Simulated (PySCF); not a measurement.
A calculated (UHF, PySCF 2.14, aug-cc-pVDZ-X2C, the spin-free X2C one-electron Hamiltonian (Gaussian nucleus)) atom or ion has these occupied shells.

```json
{"shell": "1s", "electrons": "2", "orbital energy (eV)": "-4084.8", "rms radius, mean of both spins (bohr)": "0.0888"}
{"shell": "2s", "electrons": "2", "orbital energy (eV)": "-461.61", "rms radius, mean of both spins (bohr)": "0.393"}
{"shell": "2p", "electrons": "6", "orbital energy (eV)": "-371.09", "rms radius, mean of both spins (bohr)": "0.362"}
{"shell": "3s", "electrons": "2", "orbital energy (eV)": "-61.540", "rms radius, mean of both spins (bohr)": "1.24"}
{"shell": "3p", "electrons": "6", "orbital energy (eV)": "-36.431", "rms radius, mean of both spins (bohr)": "1.38"}
{"shell": "4s", "electrons": "2", "orbital energy (eV)": "-5.341", "rms radius, mean of both spins (bohr)": "4.51"}
```

**Question.** Name the element and its charge.

**Answer.** Ca (calcium, neutral), in [Ar] 4s2, closed-shell 1S.
